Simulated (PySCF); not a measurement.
SnF4, SMILES [F][Sn]([F])([F])[F]. Atoms are numbered in the order given.

```xyz
5

F      1.0983    -1.0983     1.0983
Sn     0.0000     0.0000     0.0000
F     -1.0983    -1.0983    -1.0983
F     -1.0983     1.0983     1.0983
F      1.0983     1.0983    -1.0983
```

The structure is a stationary point at PBE0-D3(BJ)/def2-SVP. The isomer is the one that the SMILES or the coordinates give; other isomers of the formula were not compared. The def2 effective core potentials stand for the cores of Sn; spin–orbit coupling is left out.

All values below come from PBE0-D3(BJ)/def2-SVP run with PySCF.

Frequencies are harmonic and unscaled.

Modes within 1.5 cm⁻¹ of each other (mostly degenerate sets) share a row, with their intensities summed.

Computed vibrational spectrum:
```
mode  ν (cm⁻¹)  IR (km/mol)  moving atoms (share of kinetic energy)
----  --------  -----------  --------------------------------------
1–2        136          0.0                                 F 100 %
3–5        183        146.1                         F 79 %, Sn 21 %
6          647          0.0                                 F 100 %
7–9        695        191.6                         F 82 %, Sn 18 %
```
